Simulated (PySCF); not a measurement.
## The electron affinity along the 5d series

Calculated with PySCF 2.14 from differences of total energies of unrestricted determinants, without spin-orbit coupling. Values in eV. The last column holds reference values (measured affinities from photodetachment; the arrow runs from anion to atom). Unmarked ones compare directly (S terms, centres of terms, or small fine structure); those marked * lie between the lowest fine-structure levels and include a spin-orbit shift.

```json
{"element": "Re (aug-cc-pVTZ-PP with one added diffuse shell each of s, p, d, f, g type with ECP60MDF, ECP)", "configurations": "[Xe] 4f14 5d6 6s2 → [Xe] 4f14 5d5 6s2", "UHF": "-1.877", "LDA": "0.237", "PBE": "0.128", "PBE0": "n/a", "r2SCAN": "-0.166", "SCS-MP2 (valence)": "-0.884", "reference": "0.060 *"}
{"element": "Os (aug-cc-pVTZ-PP with one added diffuse shell each of s, p, d, f, g type with ECP60MDF, ECP)", "configurations": "[Xe] 4f14 5d7 6s2 → [Xe] 4f14 5d6 6s2", "UHF": "-0.616", "LDA": "1.377", "PBE": "n/a", "PBE0": "0.966", "r2SCAN": "1.003", "SCS-MP2 (valence)": "0.628", "reference": "1.078 *"}
{"element": "Ir (aug-cc-pVTZ-PP with one added diffuse shell each of s, p, d, f, g type with ECP60MDF, ECP)", "configurations": "[Xe] 4f14 5d8 6s2 → [Xe] 4f14 5d7 6s2", "UHF": "-0.003", "LDA": "2.213", "PBE": "1.974", "PBE0": "1.681", "r2SCAN": "1.751", "SCS-MP2 (valence)": "1.551", "reference": "1.564 *"}
{"element": "Au (aug-cc-pVTZ-PP with one added diffuse shell each of s, p, d, f, g type with ECP60MDF, ECP)", "configurations": "[Xe] 4f14 5d10 6s2 → [Xe] 4f14 5d10 6s1", "UHF": "0.611", "LDA": "2.611", "PBE": "2.289", "PBE0": "1.994", "r2SCAN": "2.193", "SCS-MP2 (valence)": "2.131", "reference": "2.309"}
```

**Question.** Fill in the row of Pt (aug-cc-pVTZ-PP with one added diffuse shell each of s, p, d, f, g type with ECP60MDF, ECP) ([Xe] 4f14 5d9 6s2 → [Xe] 4f14 5d9 6s1).

**Answer.** UHF 0.422; LDA 2.413; PBE 2.102; PBE0 1.811; r2SCAN 1.985; SCS-MP2 (valence) 1.949; reference 2.125 * (eV).

The highest occupied level of the anion is positive for Re⁻ at LDA, PBE, PBE0, r2SCAN; Os⁻ at LDA, PBE, PBE0, r2SCAN; Ir⁻ at LDA, PBE, PBE0, r2SCAN; Pt⁻ at LDA, PBE, PBE0, r2SCAN; Au⁻ at LDA, PBE, r2SCAN, so there the basis helps to hold the electron.

"Valence" correlates the outer s and p shells and, in groups 3 to 12 and the f block, the outer d or f shell, open or full, or the next shell where the ion has no valence electron left; the wider scheme adds the next inner shell.
